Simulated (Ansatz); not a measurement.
Start from `CB(N)P` and change one atom or group to get `CB(N)Br`.

Ansatz, PBE0-D4/def2-TZVP geometries, multiplicity 1. Each molecule was computed in one conformer, which needn't be the lowest.

Scalar relativity is left out up to krypton.

```
                                                                                  property  `CB(N)P`
                                                         LUMO energy (PBE/def2-TZVPP) / eV     -0.60
                                          size of the dipole moment (B3LYP/def2-TZVPP) / D      2.26
                                                         HOMO energy (PBE/def2-TZVPP) / eV     -5.76
                                        size of the dipole moment (ωB97M-V/def2-TZVPP) / D      2.28
                                                     HOMO–LUMO gap (B3LYP/def2-TZVPP) / eV      6.76
ideal-gas entropy at 298 K and 1 bar (rigid rotor, harmonic PBE0-D4/def2-TZVP) / J/(mol·K)       327
```

(1) What does the change do to each property? (An estimate is asked.)

## Answers

(1) Ansatz gave: 
| property | `CB(N)Br` | shift |
| --- | --- | --- |
| LUMO energy (PBE/def2-TZVPP) / eV | -0.48 | 0.12 |
| size of the dipole moment (B3LYP/def2-TZVPP) / D | 2.79 | 0.53 |
| HOMO energy (PBE/def2-TZVPP) / eV | -6.58 | -0.82 |
| size of the dipole moment (ωB97M-V/def2-TZVPP) / D | 2.83 | 0.55 |
| HOMO–LUMO gap (B3LYP/def2-TZVPP) / eV | 7.92 | 1.16 |
| ideal-gas entropy at 298 K and 1 bar (rigid rotor, harmonic PBE0-D4/def2-TZVP) / J/(mol·K) | 318 | -9 |

With PBE0 the HOMO falls by 0.99 eV and the LUMO rises by 0.18 eV, so the gap widens by about 1.17 eV. PBE moves the HOMO by -0.82 eV and ωB97M-V by -1.10 eV. The zero-point energy changes by -44.3 kJ/mol with -6 modes. Dipoles are sizes alone; their direction can turn.

B3LYP here is the variant with VWN-RPA as its local correlation; programs differ in this.

Spin–orbit coupling is left out; it splits and shifts lone-pair levels of the heavy atoms by tenths of an eV.
